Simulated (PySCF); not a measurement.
Input file for PySCF: R-BP86/6-31G* on FH3 (a complex), monomers drawn apart or pushed together.

```python
from pyscf import gto, scf, dft, mp
from pyscf.data.elements import chemcore

mol = gto.M(
    atom='''
    F    -0.08209952    0.19386140   -0.50397270
    H    -0.06940098    0.09894462    0.41765146
    H    -0.08683358   -0.48912519    2.60344492
    H     0.01219208    0.24721261    2.67398097
    ''',
    basis='6-31g*',
    cart=True,
    charge=0, spin=0, verbose=3, max_memory=1800)
mf = dft.RKS(mol, xc='b88,p86')
mf.conv_tol = 1e-8
mf.max_cycle = 100
mf.kernel()
if not mf.converged:
    mf = mf.newton().run(mf.mo_coeff, mf.mo_occ)
```

Output:

```
converged SCF energy = -101.592348912371
```

Self-consistency was reached.

Cost: about 0.4 core-seconds (a rough figure).
